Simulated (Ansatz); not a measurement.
One change: `F[Si](F)(Cl)[SiH](Cl)Cl` becomes `OB[Si](F)(F)Cl`.

Ansatz, PBE0-D4/def2-TZVP geometries, multiplicity 1. Each molecule was computed in one conformer, which needn't be the lowest.

```tsv
property	`F[Si](F)(Cl)[SiH](Cl)Cl`
HOMO energy (B3LYP/def2-TZVPP) / eV	-8.61
LUMO energy (PBE0/def2-TZVPP) / eV	-1.06
HOMO–LUMO gap (PBE0/def2-TZVPP) / eV	7.76
HOMO energy (PBE/def2-TZVPP) / eV	-7.52
HOMO–LUMO gap (B3LYP/def2-TZVPP) / eV	7.41
size of the dipole moment (PBE/def2-TZVPP) / D	0.87
```

Question: What does the change do to each property? (Best estimate.)

Answer: Ansatz gave: 
| property | `OB[Si](F)(F)Cl` | shift |
| --- | --- | --- |
| HOMO energy (B3LYP/def2-TZVPP) / eV | -8.45 | 0.16 |
| LUMO energy (PBE0/def2-TZVPP) / eV | -1.78 | -0.72 |
| HOMO–LUMO gap (PBE0/def2-TZVPP) / eV | 6.86 | -0.90 |
| HOMO energy (PBE/def2-TZVPP) / eV | -7.26 | 0.26 |
| HOMO–LUMO gap (B3LYP/def2-TZVPP) / eV | 6.47 | -0.94 |
| size of the dipole moment (PBE/def2-TZVPP) / D | 3.57 | 2.70 |

With PBE0 the HOMO rises by 0.18 eV and the LUMO falls by 0.72 eV, so the gap narrows by about 0.90 eV. PBE moves the HOMO by 0.26 eV and ωB97M-V by 0.05 eV. Dipoles are sizes alone; their direction can turn.

B3LYP here is the variant with VWN-RPA as its local correlation; programs differ in this.
